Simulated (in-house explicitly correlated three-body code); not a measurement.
Computed with an exponentially correlated three-body code. Model: two electrons around a point charge, non-relativistic, variational in 260 exponentially correlated functions (energies converged to about 1e-7 hartree, or 1e-8 relative for large Z).

For two electrons in a singlet the Kohn-Sham orbital is the square root of half the density, so the exact Kohn-Sham potential and energy parts follow from the density alone, and exchange is minus half the Hartree energy. The Kohn-Sham level equals minus the binding energy of the second electron.

Command:
```bash
python run_hyl.py task.json out
```
Settings (lengths in bohr, energies in hartree):
```
Z                      5.4
interaction_strength   1
functions              260
states_tried           13
```

Time taken, with all properties: 47 s on 1 thread of Intel(R) Xeon(R) Platinum 8259CL CPU @ 2.50GHz (Skylake/Cascade Lake), on a shared host.

**Those bound S and P states to n = 4 that converged, binding against the one-electron ion.**

Given: nuclear charge 5.4.

Computed: one-electron threshold -14.58 hartree.

```
term  energy (hartree)  binding (eV)  quantum defect
1 1S       -25.9410934        309.15        0.076945
2 3S                 ?             ?               ?
2 1S       -17.0859382         68.19        0.034593
2 3P       -17.0825321        68.097        0.033256
2 1P                 ?             ?               ?
3 3S       -15.7266857        31.203        0.094536
3 1S       -15.6809866        29.959         0.03485
3 3P       -15.6793941        29.916        0.032703
3 1P        -15.648508        29.076      -0.0098772
4 3S       -15.2141983        17.257        0.093164
4 1S       -15.1957239        16.755        0.034987
4 3P       -15.1949505        16.734        0.032494
4 1P       -15.1821492        16.385      -0.0094576
```

(1) What belongs in the row 2 3S?

(2) What belongs in the row 2 1P?

**Electric-dipole lines between converged S and P states, rate of the upper state's decay.**

```json
{"s state": "1 1S", "p state": "2 1P", "p minus s (eV)": "244.01", "oscillator strength from s": "0.62589", "rate (1/s)": "5.3903e+11"}
{"s state": "1 1S", "p state": "3 1P", "p minus s (eV)": "280.08", "oscillator strength from s": "0.1377", "rate (1/s)": "1.5624e+11"}
{"s state": "1 1S", "p state": "4 1P", "p minus s (eV)": "292.77", "oscillator strength from s": "0.052686", "rate (1/s)": "6.5316e+10"}
{"s state": "2 1S", "p state": "2 1P", "p minus s (eV)": "3.053", "oscillator strength from s": "0.10476", "rate (1/s)": "1.4123e+07"}
{"s state": "2 1S", "p state": "3 1P", "p minus s (eV)": "39.114", "oscillator strength from s": "0.34175", "rate (1/s)": "7.5627e+09"}
{"s state": "2 1S", "p state": "4 1P", "p minus s (eV)": "51.805", "oscillator strength from s": "0.088423", "rate (1/s)": "3.4324e+09"}
{"s state": "3 1S", "p state": "2 1P", "p minus s (eV)": "-35.178", "oscillator strength from s": "-0.066106", "rate (1/s)": "3.5497e+09"}
{"s state": "3 1S", "p state": "3 1P", "p minus s (eV)": "0.88379", "oscillator strength from s": "0.18166", "rate (1/s)": "2.0523e+06"}
{"s state": "3 1S", "p state": "4 1P", "p minus s (eV)": "13.574", "oscillator strength from s": "0.36697", "rate (1/s)": "9.7799e+08"}
{"s state": "4 1S", "p state": "2 1P", "p minus s (eV)": "-48.382", "oscillator strength from s": "-0.013996", "rate (1/s)": "1.4216e+09"}
{"s state": "4 1S", "p state": "3 1P", "p minus s (eV)": "-12.321", "oscillator strength from s": "-0.14705", "rate (1/s)": "9.6865e+08"}
{"s state": "4 1S", "p state": "4 1P", "p minus s (eV)": "0.36939", "oscillator strength from s": "0.25264", "rate (1/s)": "498610"}
{"s state": "2 3S", "p state": "2 3P", "p minus s (eV)": "4.7919", "oscillator strength from s": "0.14851", "rate (1/s)": "4.9323e+07"}
{"s state": "2 3S", "p state": "3 3P", "p minus s (eV)": "?", "oscillator strength from s": "?", "rate (1/s)": "?"}
{"s state": "2 3S", "p state": "4 3P", "p minus s (eV)": "56.156", "oscillator strength from s": "0.081118", "rate (1/s)": "3.6999e+09"}
{"s state": "3 3S", "p state": "2 3P", "p minus s (eV)": "-36.894", "oscillator strength from s": "-0.07195", "rate (1/s)": "4.2497e+09"}
{"s state": "3 3S", "p state": "3 3P", "p minus s (eV)": "?", "oscillator strength from s": "?", "rate (1/s)": "?"}
{"s state": "3 3S", "p state": "4 3P", "p minus s (eV)": "14.469", "oscillator strength from s": "0.32385", "rate (1/s)": "9.8067e+08"}
{"s state": "4 3S", "p state": "2 3P", "p minus s (eV)": "-50.84", "oscillator strength from s": "-0.014649", "rate (1/s)": "1.643e+09"}
{"s state": "4 3S", "p state": "3 3P", "p minus s (eV)": "-12.659", "oscillator strength from s": "-0.16291", "rate (1/s)": "1.1328e+09"}
{"s state": "4 3S", "p state": "4 3P", "p minus s (eV)": "0.52376", "oscillator strength from s": "0.3416", "rate (1/s)": "1.3554e+06"}
```

(3) What belongs in the row 2 3S 3 3P?

(4) What belongs in the row 3 3S 3 3P?

**Functionals on the exact density and self-consistent, errors are functional minus exact, hybrids only self-consistent, a dash where a self-consistent run leaves the top level unbound.**

| result | exchange error (millihartree) | correlation error (millihartree) | functional driven error (millihartree) | density driven error (millihartree) | self consistent total error (millihartree) | top level plus exact binding (eV) |
| --- | --- | --- | --- | --- | --- | --- |
| PBE0 | - | - | - | - | 40.475 | 22.67 |
| BP86 | 19.732 | -10.421 | 9.3111 | -0.83353 | 8.4775 | 30.23 |
| B3LYP VWN-RPA | - | - | - | - | 13.518 | 23.747 |
| revTPSS | -3.2798 | -5.3008 | -8.5806 | -0.22105 | -8.8016 | 27.815 |
| RPBE | ? | ? | ? | ? | ? | ? |
| OLYP | 13.544 | -4.999 | 8.5446 | -1.4251 | 7.1195 | 30.087 |
| PW91 | ? | ? | ? | ? | ? | ? |
| wB97X | - | - | - | - | -52.245 | 21.417 |
| r2SCAN | -4.2225 | 2.2835 | -1.9389 | -0.31029 | -2.2492 | 27.266 |
| LDA VWN5 | 444.75 | -123.13 | 321.62 | -2.4261 | 319.2 | 33.061 |
| SCAN | -4.2225 | 2.2835 | -1.9389 | -0.31029 | -2.2492 | 27.266 |
| PBE | 57.573 | -2.0613 | 55.512 | -1.3052 | 54.207 | 30.594 |
| TPSS | -3.8075 | -2.9693 | -6.7768 | -0.33982 | -7.1166 | 28.282 |
| BLYP | 19.732 | -4.999 | 14.733 | -1.4927 | 13.241 | 30.028 |

(5) What belongs in the row RPBE?

(6) What belongs in the row PW91?

**Density and exact potentials over r, pair density (one pair, times 4 pi r12^2) and exact minus Kohn-Sham pair density over r12.**

```csv
radius (bohr),radial density (electrons/bohr),exchange potential (hartree),intracule density (1/bohr),Coulomb hole against Kohn-Sham (1/bohr),correlation potential (hartree)
0.0382,1.0758,-4.9771,0.079713,-0.01375,-0.037
0.0443,1.3555,-4.9436,0.10682,-0.01778,-0.034
0.0514,?,?,?,?,?
0.0597,2.0889,-4.8457,0.19119,-0.02904,-0.025
0.0692,2.537,-4.7776,0.25361,-0.03636,-0.02
0.0804,?,?,?,?,?
0.0933,3.5738,-4.5865,0.44091,-0.05437,-0.007
0.108,4.1021,-4.4615,0.57052,-0.06394,0
0.126,4.6231,-4.304,0.73872,-0.07331,0.007
0.146,5.0381,-4.1269,0.93047,-0.08007,0.013
0.169,5.3165,-3.9248,1.1472,-0.0828,0.018
0.197,5.4107,-3.6859,1.3912,-0.07924,0.021
0.228,5.2731,-3.4351,1.6203,-0.06808,0.022
0.265,4.8852,-3.1582,1.8222,-0.0483,0.021
0.307,4.2851,-2.8753,1.9502,-0.02257,0.018
0.357,3.5042,-2.5808,1.972,0.005915,0.014
0.414,2.6661,-2.296,1.8603,0.02974,0.011
0.48,1.8606,-2.0236,1.6175,0.04363,0.007
0.558,1.1638,-1.7654,1.27,0.04486,0.004
0.647,0.65252,-1.5348,0.892,0.03552,0.002
0.751,0.31783,-1.3278,0.54527,0.02159,0.001
0.872,0.13176,-1.1456,0.28343,0.009457,0.001
```

(7) What belongs in the row 0.0514?

(8) What belongs in the row 0.0804?

## Answers

(1) energy (hartree): -17.25863; binding (eV): 72.889; quantum defect: 0.099004.

(2) energy (hartree): -16.9737441; binding (eV): 65.137; quantum defect: -0.010939.

(3) p minus s (eV): 42.973; oscillator strength from s: 0.30249; rate (1/s): 8.0797e+09.

(4) p minus s (eV): 1.2869; oscillator strength from s: 0.24821; rate (1/s): 5.9454e+06.

(5) exchange error (millihartree): 4.2749; correlation error (millihartree): -2.0613; functional driven error (millihartree): 2.2136; density driven error (millihartree): -1.3774; self consistent total error (millihartree): 0.83622; top level plus exact binding (eV): 30.25.

(6) exchange error (millihartree): 48.084; correlation error (millihartree): -11.412; functional driven error (millihartree): 36.672; density driven error (millihartree): -1.3409; self consistent total error (millihartree): 35.332; top level plus exact binding (eV): 30.237.

(7) radial density (electrons/bohr): 1.6916; exchange potential (hartree): -4.9006; intracule density (1/bohr): 0.14299; Coulomb hole against Kohn-Sham (1/bohr): -0.02282; correlation potential (hartree): -0.03.

(8) radial density (electrons/bohr): 3.0414; exchange potential (hartree): -4.6915; intracule density (1/bohr): 0.33602; Coulomb hole against Kohn-Sham (1/bohr): -0.04495; correlation potential (hartree): -0.014.

The density-driven part is never positive, since each functional's own density lowers its energy. Here it is small beside the functional-driven part (median ratio 0.09), the normal case.
